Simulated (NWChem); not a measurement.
# C2H2Br2; SMILES Br/C=C\Br

```xyz
6

Br    -1.7533     0.0000     0.2598
C     -0.6664     0.0000    -1.2545
C      0.6664     0.0000    -1.2545
Br     1.7533     0.0000     0.2598
H     -1.2151     0.0000    -2.1990
H      1.2151     0.0000    -2.1990
```
Atoms are numbered in this order, from 1.

Computed with NWChem. Geometry optimised at PBE0/def2-SVP; all other runs use it. This build's default masses of Se (78.918 u) and Br (79.917 u) are each other's, which moves their modes by up to 0.6 %.

| quantity | level | value |
|---|---|---|
| isotropic polarisability (bohr³), static | PBE0/def2-SVPD | 68.1 |
| dipole in solution (D) in water | PBE0/def2-SVP, SMD | 2.15 |
| vertical ionisation energy, ΔSCF (eV) | PBE0/def2-SVP | 9.29 |
| vertical, lowest excitation, singlet (eV) | PBE0/def2-SVPD, TDA | 5.27 |
| dipole (D) | PBE0/def2-SVP | 1.54 |
| highest harmonic frequency (cm⁻¹) | PBE0/def2-SVP | 3247 |
